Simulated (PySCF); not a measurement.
Screening by computed properties: pick the candidate that meets the target.

All species are isolated and taken at one optimised geometry, non-relativistic unless stated; the electronic structure was computed with PySCF and density fitting.

Dipoles, sizes and rotational constants follow the conformer. The torsions of the flexible species, by atom-mapped SMILES:
- `[CH3:1][O:2][SiH2:3][CH2:4][C:5](=[C:6]=[O:7])[CH:8]1[CH2:9][CH2:10]1`: C1–O2–Si3–C4 -61°, O2–Si3–C4–C5 -175°, Si3–C4–C5–C6 -113°, C4–C5–C8–C9 -110°
- `[F:1][CH2:2][C@H:3]([SiH2:4][CH2:5][Cl:6])[CH:7]([Cl:8])[Cl:9]`: F1–C2–C3–Si4 -44°, C2–C3–Si4–C5 -162°, C3–Si4–C5–Cl6 -52°, C2–C3–C7–Cl8 -53°
- `[CH3:1][C@@H:2]([SiH3:3])[Si@@H:4]([NH2:5])[CH2:6][SiH3:7]`: C1–C2–Si4–N5 62°, C2–Si4–C6–Si7 -55°, H–N5–Si4–C2 -53°, H–N5–Si4–C2 169°
- `[CH2:1]=[N:2][Si@@H:3]([NH:4][CH3:5])[N:6]([CH3:7])[SiH3:8]`: C1–N2–Si3–N4 168°, N2–Si3–N4–C5 -178°, N2–Si3–N6–C7 -77°
- `[CH3:1][N:2]([CH3:3])/[C:4]([SiH3:5])=[CH:6]\[SiH3:7]`: C1–N2–C4–Si5 -19°

(1) Wanted: HOMO–LUMO gap between 7 eV and 8 eV (PBE0/pcSseg-1) and dipole moment above 1.3 D (PBE0/pcSseg-1), at GFN2-xTB geometries. Which candidate meets both?
A. `CO[SiH2]CC(=C=O)C1CC1`
B. `[C@H]([Si@H](C[SiH3])N)(C)[SiH3]`
C. `FC[C@H]([SiH2]CCl)C(Cl)Cl`
D. `C=N[Si@@H](NC)N(C)[SiH3]`

(2) Wanted: HOMO energy above -6.3 eV (PBE0/pcSseg-1) and smallest rotational constant above 0.82 GHz (GFN2-xTB), at GFN2-xTB geometries. Which candidate meets both?
A. `C[C@@H]([SiH3])[Si@@H](N)C[SiH3]`
B. `CN(C)/C([SiH3])=C\[SiH3]`
C. `O=C=C(C[SiH2]OC)C1CC1`
D. `C=N[Si@@H](NC)N(C)[SiH3]`

Answers

(1) B. Computed values:
| species | HOMO–LUMO gap | dipole moment |
| --- | --- | --- |
| CO[SiH2]CC(=C=O)C1CC1 | 5.14 eV | 1.36 D |
| C=N[Si@@H](NC)N(C)[SiH3] | 5.74 eV | 0.51 D |
| [C@H]([Si@H](C[SiH3])N)(C)[SiH3] | 7.93 eV | 1.70 D |
| FC[C@H]([SiH2]CCl)C(Cl)Cl | 8.09 eV | 1.18 D |

(2) B. Computed values:
| species | HOMO energy | smallest rotational constant |
| --- | --- | --- |
| C[C@@H]([SiH3])[Si@@H](N)C[SiH3] | -7.24 eV | 0.717 GHz |
| C=N[Si@@H](NC)N(C)[SiH3] | -6.50 eV | 0.788 GHz |
| O=C=C(C[SiH2]OC)C1CC1 | -6.04 eV | 0.477 GHz |
| CN(C)/C([SiH3])=C\[SiH3] | -5.85 eV | 0.848 GHz |
